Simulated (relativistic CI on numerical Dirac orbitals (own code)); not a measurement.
## The 19-electron sequence from K to Se15+

Calculated at this level of theory: Dirac-Coulomb-Breit CI, separate exchange-only KLI orbitals for each configuration, QED by a radiative potential, valence Slater integrals scaled by 0.9, P86 correlation energy added to each configuration (own radial code, finite nucleus).

Configuration list (outside the closed core [Ne]): 3s²3p⁶3d, 3s²3p⁶4s, 3s²3p⁵3d², 3s3p⁶3d², 3s²3p⁶4p, 3p⁶3d³, 3p⁵3d⁴. Double excitations out of closed p, d and f shells are left out; levels of such configurations are missing from the list, as are those of other unlisted configurations, and high levels can miss mixing partners.

Energies above each ion's lowest level, in eV. Levels are followed by their leading LS label, which can pass from one level to another where the coupling changes. † marks energies above the tabulated ionisation limit.

| Ion | 3s²3p⁶3d ²D5/2 | 3s²3p⁶3d ²D3/2 | 3s²3p⁵3d² ⁴D°1/2 | 3s²3p⁵3d² ⁴D°3/2 | 3s²3p⁵3d² ⁴D°5/2 |
| --- | --- | --- | --- | --- | --- |
| K | 2.5606 | 2.5615 | 22.998† | 23.005† | 23.018† |
| Ca+ | 1.624 | 1.6212 | 25.007† | 25.02† | 25.043† |
| Sc2+ | 0.020138 | 0 | 27.683† | 27.705† | 27.741† |
| Ti3+ | 0.043089 | 0 | 31.984 | 32.016 | 32.071 |
| V4+ | 0.073117 | 0 | 36.222 | 36.268 | 36.345 |
| Cr5+ | 0.11183 | 0 | 40.406 | 40.469 | 40.575 |
| Mn6+ | 0.16084 | 0 | 44.549 | 44.632 | 44.773 |
| Fe7+ | 0.22182 | 0 | 48.662 | 48.77 | 48.951 |
| Co8+ | 0.29654 | 0 | 52.753 | 52.89 | 53.119 |
| Ni9+ | 0.38683 | 0 | 56.83 | 57 | 57.284 |
| Cu10+ | 0.49465 | 0 | 60.898 | 61.105 | 61.453 |
| Zn11+ | 0.62206 | 0 | 64.961 | 65.212 | 65.631 |
| Ga12+ | 0.77122 | 0 | 69.024 | 69.322 | 69.823 |
| Ge13+ | 0.94441 | 0 | 73.089 | 73.439 | 74.031 |
| As14+ | ? | ? | ? | ? | ? |
| Se15+ | 1.3725 | 0 | 81.236 | 81.703 | 82.511 |

(1) Fill in the row of As14+.

In the calculation the lowest level changes from 3s²3p⁶4s ²S1/2 to 3s²3p⁶3d ²D3/2 at Sc2+.

Between Z = 31 and 34 the energy of 3s²3p⁶3d ²D5/2 follows a local power law Z^6.2. For orientation: electrostatic splittings inside a shell grow about linearly with the screened charge, excitations that change n as its square, and fine structure as its fourth power; written in Z itself the exponents are larger, since the screened charge grows faster in proportion.

The members near neutrality are the least accurate: they can be off by several eV, miss lower levels of configurations outside the list, or start from a wrong lowest level.

## Answers

(1) 3s²3p⁶3d ²D5/2 1.144, 3s²3p⁶3d ²D3/2 0, 3s²3p⁵3d² ⁴D°1/2 77.159, 3s²3p⁵3d² ⁴D°3/2 77.566, 3s²3p⁵3d² ⁴D°5/2 78.26 (eV).
